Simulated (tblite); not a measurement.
Give a GFN2-xTB geometry of `C1=CC=C2CPCC2=C1`.

Z-matrix in Å and degrees, rows numbered from 1:
```
C 
C   1  1.3841
C   2  1.3860  1  120.32
C   3  1.3830  2  119.47  1     0.29
C   4  1.3920  3  120.21  2    -0.23
C   5  1.3831  4  120.20  3    -0.03
C   5  1.5002  4  114.69  3  -179.53
P   7  1.8666  5  106.13  4   -19.05
C   4  1.5001  3  125.11  2  -179.53
H   1  1.0798  2  119.95  3  -179.86
H   2  1.0797  1  119.94  3   179.82
H   3  1.0804  2  120.40  1   179.89
H   6  1.0805  1  120.41  2  -179.82
H   7  1.0965  5  110.38  4    98.52
H   7  1.0916  5  113.07  4  -141.02
H   8  1.4056  7   93.89  5   -68.94
H   9  1.0915  4  113.12  3   -39.37
H   9  1.0966  4  110.32  3    81.08
```

The 6-membered ring C1–C2–C3–C4–C5–C6 has internal angles of 119.5° to 120.3° (sum 720°, against 720° for a flat polygon); it is planar, 0.00 Å rms from its mean plane, widest ring torsion 0°. The 5-membered ring C4–C5–C7–P8–C9 has internal angles of 90.2° to 114.7° (sum 532°, against 540° for a flat polygon); it is puckered, 0.15 Å rms from its mean plane, widest ring torsion 25°. P8 (phosphine phosphorus) is pyramidal (angles 93.9°, 93.9° and 90.2°, sum 278.0°, 0.91 Å off the plane of its three neighbours). The C–C distances run from 1.383 Å (C3–C4, aromatic) to 1.500 Å (C5–C7, drawn single), a spread of 0.117 Å.

Computed geometry: GFN2-xTB, gas phase.

Point group: Cs (every atom within 0.08 Å of its image). Its GFN2-xTB frequencies are all real (lowest 103 cm⁻¹). The numbers are those of one conformer (C4–C5–C7–P8 -19°, C5–C7–P8–C9 25°, C7–P8–C9–C4 -25°, C3–C4–C9–P8 -161°).
